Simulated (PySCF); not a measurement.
H₂CdSe₂, singlet, at a GFN2-xTB geometry (such geometries of metal compounds can be far from the true shape) (core potentials on Cd); PySCF with DF-R2SCAN/def2-QZVPP.

Input for PySCF:
```python
from pyscf import gto, scf, dft

mol = gto.M(
    atom='''
Cd    0.481645   -0.468687   -0.215221
Se    0.217902    1.665158   -1.453803
H     1.369716    1.661790   -2.305571
Se   -0.919324   -0.982606    1.767231
H    -0.640310   -2.371574    1.979639
''',
    basis='def2-qzvpp',
    ecp={'Cd': 'def2-qzvpp'},
    charge=0,
    spin=0,
    verbose=4,
    max_memory=1800,
)

mf = dft.RKS(mol)
mf.xc = 'r2scan'
mf = mf.density_fit(auxbasis='def2-universal-jkfit')
mf.kernel()
```

What the program printed (banner, timings and long lists left out):

```
PySCF version 2.14.0

[INPUT] verbose = 4
[INPUT] num. atoms = 5
[INPUT] num. electrons = 90
[INPUT] charge = 0
[INPUT] spin (= nelec alpha-beta = 2S) = 0
[INPUT] symmetry False subgroup None
[INPUT] Mole.unit = angstrom
[INPUT] Symbol           X                Y                Z      unit          X                Y                Z       unit  Magmom
[INPUT]  1 Cd     0.481645000000  -0.468687000000  -0.215221000000 AA    0.910177139266  -0.885690068144  -0.406708746255 Bohr   0.0
[INPUT]  2 Se     0.217902000000   1.665158000000  -1.453803000000 AA    0.411775101995   3.146692574129  -2.747289509071 Bohr   0.0
[INPUT]  3 H      1.369716000000   1.661790000000  -2.305571000000 AA    2.588388108435   3.140327976541  -4.356897750740 Bohr   0.0
[INPUT]  4 Se    -0.919324000000  -0.982606000000   1.767231000000 AA   -1.737270579740  -1.856856228354   3.339582588841 Bohr   0.0
[INPUT]  5 H     -0.640310000000  -2.371574000000   1.979639000000 AA   -1.210010534820  -4.481625344139   3.740975535508 Bohr   0.0

nuclear repulsion = 470.284931271743
number of shells = 96
number of NR pGTOs = 523
number of NR cGTOs = 326
basis = def2-qzvpp
ecp = {'Cd': 'def2-qzvpp'}

******** <class 'pyscf.df.df_jk.DFRKS'> ********
method = DFRKS
initial guess = minao
damping factor = 0
level_shift factor = 0
DIIS = <class 'pyscf.scf.diis.CDIIS'>
diis_start_cycle = 1
diis_space = 8
diis_damp = 0
SCF conv_tol = 1e-09
SCF conv_tol_grad = None
SCF max_cycles = 50
direct_scf = False
XC library pyscf.dft.libxc version 7.1.2
    S. Lehtola, C. Steigemann, M. J. T. Oliveira, and M. A. L. Marques,  SoftwareX 7, 1–5 (2018)
XC functionals = r2scan
    J. W. Furness, A. D. Kaplan, J. Ning, J. P. Perdew, and J. Sun,  J. Phys. Chem. Lett. 11, 8208–8215 (2020)
    J. W. Furness, A. D. Kaplan, J. Ning, J. P. Perdew, and J. Sun,  J. Phys. Chem. Lett. 11, 9248–9248 (2020)
    J. W. Furness, A. D. Kaplan, J. Ning, J. P. Perdew, and J. Sun,  J. Phys. Chem. Lett. 11, 8208–8215 (2020)
    J. W. Furness, A. D. Kaplan, J. Ning, J. P. Perdew, and J. Sun,  J. Phys. Chem. Lett. 11, 9248–9248 (2020)
radial grids:
    Treutler-Ahlrichs [JCP 102, 346 (1995); DOI:10.1063/1.469408] (M4) radial grids

becke partition: Becke, JCP 88, 2547 (1988); DOI:10.1063/1.454033
pruning grids: <function nwchem_prune>
grids dens level: 3
symmetrized grids: False
atomic radii adjust function: <function treutler_atomic_radii_adjust>
small_rho_cutoff = 0
Set gradient conv threshold to 3.16228e-05
Initial guess from minao.
tot grids = 82856
init E= -4954.15984291002
  HOMO = -0.57262935370896  LUMO = -0.559924129841065  gap/eV = 0.34573
cycle= 1 E= -4968.68206855906  delta_E= -14.5  |g|=  4.9  |ddm|= 6.85
  HOMO = 0.0993584974054613  LUMO = 0.130672548675632  gap/eV = 0.85210
cycle= 2 E= -4930.3394696805  delta_E= 38.3  |g|= 8.45  |ddm|= 63.4
  HOMO = -0.341741541483602  LUMO = -0.32548818854736  gap/eV = 0.44228
cycle= 3 E= -4966.9809238434  delta_E= -36.6  |g|= 4.36  |ddm|= 63.5
  HOMO = -0.353706248217783  LUMO = -0.293843573162309  gap/eV = 1.62895
cycle= 4 E= -4971.417782427  delta_E= -4.44  |g|= 2.23  |ddm|= 4.12
  HOMO = -0.166666938454533  LUMO = -0.14202659953968  gap/eV = 0.67050
cycle= 5 E= -4970.77175661689  delta_E= 0.646  |g|= 2.24  |ddm|= 2.78
  HOMO = -0.249119842857861  LUMO = -0.156312403671485  gap/eV = 2.52542
cycle= 6 E= -4972.18769746799  delta_E= -1.42  |g|= 0.671  |ddm|= 2.59
  HOMO = -0.230979363514573  LUMO = -0.1426506346669  gap/eV = 2.40355
cycle= 7 E= -4972.25363554152  delta_E= -0.0659  |g|= 0.316  |ddm|= 0.511
  HOMO = -0.217686364811032  LUMO = -0.130483209499871  gap/eV = 2.37292
cycle= 8 E= -4972.26738993656  delta_E= -0.0138  |g|= 0.0638  |ddm|= 0.166
  HOMO = -0.215193859595611  LUMO = -0.12990926049375  gap/eV = 2.32071
cycle= 9 E= -4972.26769150432  delta_E= -0.000302  |g|= 0.0349  |ddm|= 0.0448
  HOMO = -0.217251091563465  LUMO = -0.129189633574345  gap/eV = 2.39627
cycle= 10 E= -4972.26796676455  delta_E= -0.000275  |g|= 0.00615  |ddm|= 0.0379
  HOMO = -0.216741586641146  LUMO = -0.128452783281178  gap/eV = 2.40246
cycle= 11 E= -4972.2679734733  delta_E= -6.71e-06  |g|= 0.0029  |ddm|= 0.00623
  HOMO = -0.216711754404746  LUMO = -0.128588225758385  gap/eV = 2.39796
cycle= 12 E= -4972.26797493324  delta_E= -1.46e-06  |g|= 0.000542  |ddm|= 0.00256
  HOMO = -0.216752644015419  LUMO = -0.128615960524841  gap/eV = 2.39832
cycle= 13 E= -4972.267974976  delta_E= -4.28e-08  |g|= 0.000323  |ddm|= 0.000862
  HOMO = -0.216749692655232  LUMO = -0.128614975976072  gap/eV = 2.39827
cycle= 14 E= -4972.26797500015  delta_E= -2.42e-08  |g|= 9.76e-05  |ddm|= 0.000408
  HOMO = -0.216740856634718  LUMO = -0.128614734491619  gap/eV = 2.39803
cycle= 15 E= -4972.26797500231  delta_E= -2.16e-09  |g|= 3.82e-05  |ddm|= 0.000132
  HOMO = -0.216743130327135  LUMO = -0.128613126245275  gap/eV = 2.39814
cycle= 16 E= -4972.26797500265  delta_E= -3.35e-10  |g|= 4.02e-06  |ddm|= 3.86e-05
  HOMO = -0.216742701282602  LUMO = -0.128613582338391  gap/eV = 2.39812
Extra cycle  E= -4972.26797500264  delta_E= 4.55e-12  |g|= 5.91e-06  |ddm|= 1.11e-05
converged SCF energy = -4972.26797500264
```
